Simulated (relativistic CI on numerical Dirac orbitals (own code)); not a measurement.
These numbers are calculated, not measured: Dirac-Coulomb-Breit CI, KLI orbitals optimised for each configuration, model QED (radiative potential, 1s self-energy scaled to tabulated hydrogen-like ionisation energies), valence Slater integrals scaled by 0.85, configuration energies shifted to the measured levels that pair with them (semi-empirical) (own radial code, finite nucleus).

CI space (outside the closed core [Kr] 4d10): 5s2, 5s 5p, 5s 6s, 5s 5d, 5p2, 5s 7s, 5s 6p, 5s 7p, 5s 4f, 5s 6d, 5s 5g, 5s 5f, 5s 7d, 5s 6g, 5d2. Levels of other configurations are missing.

Configurations whose levels could be paired with our table of measured levels were shifted onto them, all but the ground configuration, by the median error of their levels; single terms can still be off by 1,000 to 2,000 cm⁻¹ or more, and rates follow the energies as ν³ (E1, M1) or ν⁵ (E2). The others borrow a shift and can be off by several thousand cm⁻¹ or more. The fine structure of a lone outer electron comes out too small, for d and f at times inverted, and misplaced configurations move strength between like terms. 10 of the 10 excited levels that our extract of the measured tables holds in this range could be paired (the sources list more); they are missed by 322 cm⁻¹ on average and 2593 at most, after the shifts were fitted to these levels, and levels without a partner can miss by more.

Outline of the computed level scheme of Cd I. Lowest level of each configuration: 5s2 1S_0 at 0.0000 eV; 5s 5p 3P°_0 at 3.7367 eV; 5s 6s 3S_1 at 6.3801 eV; 5s 6p 3P°_0 at 7.2108 eV; 5s 5d 1D_2 at 7.3033 eV; 5s 7s 3S_1 at 7.7675 eV; 5s 6d 1D_2 at 8.0708 eV; 5s 7p 3P°_0 at 8.0794 eV; 5s 4f 3F°_4 at 8.3162 eV.

Some strong electric-dipole decays among the lowest 29 levels: 5s 5p 1P°_1 → 5s2 1S_0 (9.0e+08 s⁻¹); 5s 5d 3D_3 → 5s 5p 3P°_2 (1.7e+08 s⁻¹); 5s 5d 3D_2 → 5s 5p 3P°_1 (1.3e+08 s⁻¹); 5s 5d 3D_1 → 5s 5p 3P°_0 (9.7e+07 s⁻¹); 5s 6s 3S_1 → 5s 5p 3P°_2 (7.8e+07 s⁻¹); 5s 5d 3D_1 → 5s 5p 3P°_1 (7.2e+07 s⁻¹); 5s 5d 1D_2 → 5s 5p 1P°_1 (5.3e+07 s⁻¹); 5s 6s 3S_1 → 5s 5p 3P°_1 (4.9e+07 s⁻¹).

Rates of lines that live on the mixing of spin multiplicities can be off by large factors.
